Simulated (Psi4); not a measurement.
C₄H₉O₂ (SMILES CO[CH]COC), doublet, at a GFN2-xTB geometry, with bond 8-1 at 2.0 times its length; HF/STO-3G (Psi4).

Input for Psi4:
```
memory 2 GB

molecule {
0 2
  C     2.44129226    0.10115715   -0.14365186
  O     1.56726821   -0.94954595   -0.46138878
  C     0.22932293   -0.77598112   -0.22669731
  C    -0.32239378    0.22871530    0.72742444
  O    -1.73011919    0.27144562    0.68370228
  C    -2.23395775    0.78719933   -0.52420138
  H     2.43834871    0.31924637    0.92939839
  H     4.42686798   -0.56841579   -0.73970436
  H     2.19011721    1.01479636   -0.69366486
  H    -0.31292108   -1.69511218   -0.37458880
  H     0.09124656    1.23322774    0.52733650
  H    -0.09077691   -0.02608709    1.77733696
  H    -1.88811586    0.19943457   -1.38112938
  H    -1.92659121    1.83183747   -0.66456328
  H    -3.31816179    0.73454499   -0.45419885
}

set basis sto-3g
set reference uhf
set df_basis_scf cc-pvtz-jkfit

energy('scf')
print_variables()
```

It wrote (shortened):

```
   => Loading Basis Set <=

    Name: STO-3G
    Role: ORBITAL
    Keyword: BASIS

         ---------------------------------------------------------
                                   SCF
               by Justin Turney, Rob Parrish, Andy Simmonett
                          and Daniel G. A. Smith
                              UHF Reference
         ---------------------------------------------------------

  ==> Geometry <==

    Molecular point group: c1
    Full point group: C1

    Geometry (in Angstrom), charge = 0, multiplicity = 2:

       Center              X                  Y                   Z               Mass
    ------------   -----------------  -----------------  -----------------  -----------------
         C            2.436924560630     0.142542403965    -0.148908886367    12.000000000000
         O            1.562900510630    -0.908160696035    -0.466645806367    15.994914619570
         C            0.224955230630    -0.734595866035    -0.231954336367    12.000000000000
         C           -0.326761479370     0.270100553965     0.722167413633    12.000000000000
         O           -1.734486889370     0.312830873965     0.678445253633    15.994914619570
         C           -2.238325449370     0.828584583965    -0.529458406367    12.000000000000
         H            2.433981010630     0.360631623965     0.924141363633     1.007825032230
         H            4.422500280630    -0.527030536035    -0.744961386367     1.007825032230
         H            2.185749510630     1.056181613965    -0.698921886367     1.007825032230
         H           -0.317288779370    -1.653726926035    -0.379845826367     1.007825032230
         H            0.086878860630     1.274612993965     0.522079473633     1.007825032230
         H           -0.095144609370     0.015298163965     1.772079933633     1.007825032230
         H           -1.892483559370     0.240819823965    -1.386386406367     1.007825032230
         H           -1.930958909370     1.873222723965    -0.669820306367     1.007825032230
         H           -3.322529489370     0.775930243965    -0.459455876367     1.007825032230

  Running in c1 symmetry.

  Rotational constants: A =      0.30943  B =      0.05451  C =      0.05338 [cm^-1]
  Rotational constants: A =   9276.39157  B =   1634.11229  C =   1600.34603 [MHz]
  Nuclear repulsion =  246.019830018035265

  Charge       = 0
  Multiplicity = 2
  Electrons    = 49
  Nalpha       = 25
  Nbeta        = 24

  ==> Algorithm <==

[...]
   @DF-UHF iter  89:  -302.10422867235371   -1.08326e-02   1.34551e-03 ADIIS/DIIS
   @DF-UHF iter  90:  -302.09828159023579    5.94708e-03   1.11363e-03 ADIIS/DIIS
   @DF-UHF iter  91:  -302.09560038017048    2.68121e-03   1.11013e-03 ADIIS/DIIS
   @DF-UHF iter  92:  -302.09254900768917    3.05137e-03   1.15092e-03 ADIIS/DIIS
   @DF-UHF iter  93:  -302.10499460438632   -1.24456e-02   1.24023e-03 ADIIS/DIIS
   @DF-UHF iter  94:  -302.08439698242336    2.05976e-02   1.31471e-03 ADIIS/DIIS
   @DF-UHF iter  95:  -302.08608289293250   -1.68591e-03   1.22776e-03 ADIIS/DIIS
   @DF-UHF iter  96:  -302.07903272555188    7.05017e-03   1.46326e-03 ADIIS/DIIS
   @DF-UHF iter  97:  -302.06217196185622    1.68608e-02   2.17717e-03 ADIIS/DIIS
   @DF-UHF iter  98:  -302.06300920949570   -8.37248e-04   2.12472e-03 ADIIS/DIIS
   @DF-UHF iter  99:  -302.06549751082855   -2.48830e-03   2.00157e-03 ADIIS/DIIS
   @DF-UHF iter 100:  -302.09486442982080   -2.93669e-02   1.08495e-03 ADIIS/DIIS

PsiException: Could not converge SCF iterations in 100 iterations.

  Failed to converge.

Traceback (most recent call last):
  File "psi4", line 375, in <module>
  File "<string>", line 37, in <module>
  File "site-packages/psi4/driver/driver.py", line 533, in energy
  File "site-packages/psi4/driver/procrouting/proc.py", line 2760, in run_scf
  File "site-packages/psi4/driver/procrouting/proc.py", line 2047, in scf_helper
  File "site-packages/psi4/driver/procrouting/scf_proc/scf_iterator.py", line 93, in scf_compute_energy
  File "site-packages/psi4/driver/procrouting/scf_proc/scf_iterator.py", line 86, in scf_compute_energy
  File "site-packages/psi4/driver/procrouting/scf_proc/scf_iterator.py", line 609, in scf_iterate

psi4.driver.p4util.exceptions.SCFConvergenceError: Could not converge SCF iterations in 100 iterations.

Printing out the relevant lines from the Psithon --> Python processed input file:
    """)
    core.IO.set_default_namespace("")
    core.set_global_option("BASIS", "sto-3g")
    core.set_global_option("REFERENCE", "uhf")
    core.set_global_option("DF_BASIS_SCF", "cc-pvtz-jkfit")
--> energy('scf')
    print_variables()

!-------------------------------------------------------!
!                                                       !
!  Could not converge SCF iterations in 100 iterations. !
!                                                       !
!-------------------------------------------------------!
```

The run did not converge; its last values are not results.
